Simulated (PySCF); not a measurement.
These are PySCF 2.14.0 with PBE-D3(BJ)/def2-TZVP // PBE0-D4/def2-TZVP values and carry that method's errors. Isolated molecules, 0 K electronic values unless said otherwise. One relaxed conformer stands for a flexible species; it need not be the lowest. 

Reference species (SMILES): `B[CH2]` (neutral, multiplicity 2).

* **highest occupied spin orbital**: -6.74 eV

Changed species: `[CH2]S` (radical fragment; the reference has radical fragment).

Problem. What does the change do to the highest occupied spin orbital?

Solution. the highest occupied spin orbital increases by 2.80 eV, to -3.94 eV.
